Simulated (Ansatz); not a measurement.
Born–Oppenheimer molecular dynamics of ClF₂H₄OPTi (10 atoms, charge 0, multiplicity 1). It starts at the highest image of a converged band. Of that band: A structure lower than the first end lies on the path between it and the top, so the climb from that side starts below the end, which may itself be a saddle point or a shallow side well. A vibrational analysis at the climbing image gives 2 clearly imaginary modes (443i, 66i cm⁻¹): a point of higher order, so a lower path passes nearby.

These are results of RKS PBE/def2-SVP (Ansatz), not measurements.

```json
{"ensemble": "NVE (velocity Verlet)", "time step": "0.5 fs", "steps asked": "200", "starting velocities drawn for": "100 K", "seed": "8822"}
```

First frame:

```xyz
10
Properties=species:S:1:pos:R:3
Ti -0.380 -0.092 -0.409
Cl 0.256 1.126 2.059
O 1.051 -1.068 -0.014
H 1.730 -0.733 0.606
F -0.135 1.519 -1.045
F -1.134 -0.962 -1.722
P -2.261 -0.449 1.315
H -3.582 -0.313 0.781
H -2.256 -1.845 1.627
H -1.163 0.553 2.204
```

Task: What does the run give?

Result: The run went to its last step.

* steps done: 200
* time covered: 100 fs
* mean temperature over the second half: 194 K
* spread of the potential energy over the second half: 4.0 meV per atom
* mean potential energy of the second half above the start: -9.7 meV per atom

The conserved energy stayed within 0.046 meV per atom of its start (net change 0.027 meV per atom), so the integration is sound. The kinetic energy rose, since the run started high on the potential surface and went downhill. It ends in pieces (ClH + F2H3OPTi), so much of that is their flight and rotation, not heat. A run of 0.1 ps of so small a system gives no equilibrium averages. The orbitals stay closed-shell, which can raise the energy where a bond breaks towards radicals; this wasn't checked here.

Task: What happens to the structure?

Result: Between its relaxed ends the band would form Ti1–P7, Cl2–H10 and break Ti1–Cl2, P7–H10. These pairs go: Ti1–P7 2.58 → 2.47 Å, Cl2–H10 1.54 → 1.30 Å, Ti1–Cl2 2.83 → 3.37 Å, P7–H10 1.73 → 2.53 Å. In the last frame they stand as after the step (other bonds may differ from the relaxed reactants and products). It ends as ClH + F2H3OPTi. Pairs count as bonded within 1.25 times the sum of covalent radii (0.12 Å more for H–H). Another seed would give other details.

Task: How do temperature and energy run in time?

Result: 
```csv
time (fs),T (K),potential energy less start (eV),conserved less start (meV/atom)
0,100,0.000,0.00
5,78,0.023,0.02
10,56,0.046,0.03
15,66,0.035,0.03
20,67,0.034,0.03
25,62,0.039,0.04
30,78,0.023,0.02
35,106,-0.007,0.00
40,108,-0.008,0.01
45,120,-0.020,0.02
50,135,-0.036,0.02
55,135,-0.036,0.04
60,144,-0.045,0.04
65,173,-0.076,0.02
70,188,-0.091,0.02
75,190,-0.093,0.02
80,209,-0.112,0.01
85,231,-0.135,0.00
90,231,-0.135,0.02
95,233,-0.137,0.04
100,259,-0.164,0.03
```

Time of the run: 3.4 min on 4 threads of Intel(R) Xeon(R) 6975P-C (Granite Rapids), with other jobs on the host, peak memory 0.21 GiB.
